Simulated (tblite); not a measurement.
Species: C₇H₁₆OP (charge +1).
Geometry (GFN2-xTB, Å), atoms numbered from 1 in this order:
```
atom  x, y, z in Å
C1    -2.784    1.777    0.264
C2    -1.665    0.850    0.531
C3    -1.267   -0.115   -0.298
P4     0.042   -1.257    0.089
C5    -0.663   -2.928    0.028
C6     1.403   -1.261   -1.130
C7     1.967    0.157   -1.091
O8     1.545    0.621    0.176
C9     1.867    1.972    0.453
H10   -2.435    2.807    0.315
H11   -3.542    1.665    1.039
H12   -3.238    1.597   -0.707
H13   -1.149    0.983    1.475
H14   -1.754   -0.292   -1.251
H15    0.495   -1.103    1.373
H16    0.101   -3.669    0.262
H17   -1.473   -3.010    0.751
H18   -1.062   -3.131   -0.966
H19    1.018   -1.548   -2.110
H20    2.138   -2.005   -0.813
H21    3.059    0.179   -1.173
H22    1.545    0.784   -1.887
H23    1.501    2.185    1.454
H24    2.950    2.121    0.425
H25    1.390    2.643   -0.266
```

Structure optimised with GFN2-xTB, isolated species.

Take the most abundant isotopes and a rigid rotor. The values belong to one conformer with, in the numbering `[CH3:1]/[CH:2]=[CH:3]/[P@@H+:4]([CH3:5])[CH2:6][CH2:7][O:8][CH3:9]`, C2–C3–P4–C5 121°, C3–P4–C6–C7 61°, P4–C6–C7–O8 22°, C6–C7–O8–C9 -176°.

Give the principal moments of inertia and the rotational constants in GHz.

Ia = 380.60, Ib = 429.33, Ic = 720.24 u·Å²; 505379 MHz·u·Å²/I gives 1328, 1177 and 701.7 MHz, that is A = 1.3278, B = 1.1771, C = 0.7017 GHz.

What kind of rotor is it?

An asymmetric top: κ = (2 × 1177 − 1328 − 701.7)/(1328 − 701.7) = 0.52.

Is it planar, by Δ = Ic − Ia − Ib?

Not planar: Δ = Ic − Ia − Ib = -89.69 u·Å². For a rigid frame Δ = −2 Σ m c², so Σ m c² = 44.84 u·Å² lies off the ab plane: 18.71 from hydrogen and 26.14 from heavier atoms. The atom farthest from that plane is 1.67 Å away.

Give the other two planar moments, Paa and Pbb, and the rms extents of the mass along the axes.

Paa = Σ m a² = (Ib + Ic − Ia)/2 = 384.48 and Pbb = Σ m b² = (Ia + Ic − Ib)/2 = 335.76 u·Å². With the mass M = 147.09 u, the rms extents √(P/M) along a, b and c are 1.62, 1.51, 0.55 Å.

List the rotational levels J(Ka,Kc) to J = 3 (K).

Above 0(0,0), as E/k:
J = 1: 1(0,1) 0.090, 1(1,1) 0.097, 1(1,0) 0.120
J = 2: 2(0,2) 0.253, 2(1,2) 0.255, 2(1,1) 0.323, 2(2,1) 0.345, 2(2,0) 0.362
J = 3: 3(0,3) 0.482, 3(1,3) 0.483, 3(1,2) 0.609, 3(2,2) 0.616, 3(2,1) 0.674, 3(3,1) 0.717, 3(3,0) 0.728
Those of J = 1 are B + C, A + C and A + B.

Its GFN2-xTB frequencies are all real (lowest 52 cm⁻¹). No vibrational averaging or centrifugal distortion is included, and the geometry carries the error of its method.

All values are computed, not measured.
